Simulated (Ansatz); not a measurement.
Computed with Ansatz on PBE0-D4/def2-TZVP structures; ΔE is electronic, products minus reactants. CCSD(T)/CBS is the MP2 limit (def2-TZVPP, def2-QZVPP) plus CCSD(T) − MP2 in def2-TZVPP, frozen cores. This one scheme is used for every species, atoms too. Functionals use def2-TZVPP. No spin–orbit coupling; open shells (•) take unrestricted orbitals. Spin–orbit coupling would lower the free atoms: a little for B, Cl, Si. One conformer a species, not always the lowest.

`BN([SiH3])[SiH2]Cl` → B• + Cl• + 7 H• + N• + 2 Si•  (atomization)

| species | r2SCAN0-D4 energy (Eh) |
| --- | --- |
| `BN([SiH3])[SiH2]Cl` | -1123.03170 |
| B• | -24.63894 |
| Cl• | -460.11637 |
| H• | -0.49987 |
| N• | -54.58144 |
| Si• | -289.33975 |

Q: Work out ΔE.

A: ΔE = 7 × (-0.49987) + 2 × (-289.33975) + (-24.63894) + (-460.11637) + (-54.58144) − (-1123.03170) = 1.51636 Eh = +41.26 eV. CCSD(T)/CBS gives +41.63 eV.

Largest T1 diagnostic among the species: 0.014.

The D4 term adds +0.55 eV with B3LYP and +0.29 eV with PBE0; it sums over pairs of atoms, weighted by their polarisabilities, and B3LYP, whose exchange is more repulsive, gets the larger term. From PBE to PBE0 (25 % exact exchange), in def2-TZVPP and without D4, ΔE moves by −0.19 eV: exact exchange takes away binding that semilocal exchange gives to molecules.

B3LYP here is the variant with VWN-RPA as its local correlation; programs differ in this.

For atomizations the MP2-based limit and the directly extrapolated one differ by several kJ/mol either way, and by 10 to 25 for some Ge, Se and Sn compounds, so smaller differences from it don't rank the levels.
